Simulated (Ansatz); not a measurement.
Conformers of CH$_{8}$GeO$_{3}$Si, SMILES `CO[SiH](O)[GeH2][OH]`, each relaxed with PBE0-D4/def2-TZVP in Ansatz. CBS adds the triple-zeta coupled-cluster correction to the MP2 limit.

Outer-core shells of Ge are correlated without core-valence functions. Scalar relativity is left out up to krypton. Spin–orbit coupling is left out.

Not all of them had a frequency check.

Conformer A:

Z-matrix (Å, degrees):
```
C
O 1 1.412
H 1 1.094 2 110.9
H 1 1.096 2 111.5 3 -121.2
H 1 1.091 2 108.3 3 119.4
Si 2 1.636 1 123.7 3 76.5
Ge 6 2.382 2 106.2 1 178.3
O 6 1.640 2 114.8 1 -68.7
H 6 1.486 2 108.4 1 50.5
O 7 1.809 6 95.0 2 109.3
H 7 1.545 6 117.7 2 -136.9
H 7 1.543 6 117.6 2 -4.7
H 8 0.965 6 113.8 2 -97.0
H 10 0.959 7 114.5 6 -176.3
```

Conformer B:

```xyz
14

C    -0.865   -0.629    1.866
O    -0.027    0.438    1.465
Si    1.047    0.326    0.235
O     2.004    1.654    0.239
Ge   -0.066    0.343   -1.873
O    -1.355   -0.889   -1.621
H    -1.576   -0.891    1.078
H    -1.414   -0.310    2.753
H    -0.279   -1.520    2.121
H     1.838   -0.927    0.423
H     2.523    1.832    1.025
H     0.801   -0.094   -3.078
H    -0.733    1.689   -2.234
H    -1.898   -1.022   -2.400
```

(1) Which is lowest in electronic energy at CCSD(T)/CBS (frozen core, def2 sets), and by how much? (Best estimate.)

(2) Give the energies relative to A (kJ/mol) with r2SCAN-D4/def2-TZVPP, r2SCAN/def2-TZVPP, B3LYP/def2-TZVPP, HF/def2-TZVPP, CCSD/def2-TZVPP, SCS-MP2/def2-QZVPP, MP2/CBS(def2). (An estimate is asked.)

Results:

(1) Ansatz gave: A; B lies 8.5 kJ/mol higher.

(2) The calculation gave: 
```
               level    B
r2SCAN-D4/def2-TZVPP  9.7
   r2SCAN/def2-TZVPP  9.9
    B3LYP/def2-TZVPP  8.2
       HF/def2-TZVPP  3.1
     CCSD/def2-TZVPP  6.9
  SCS-MP2/def2-QZVPP  7.4
       MP2/CBS(def2)  9.0
```

B3LYP here is the variant with VWN-RPA as its local correlation; programs differ in this.
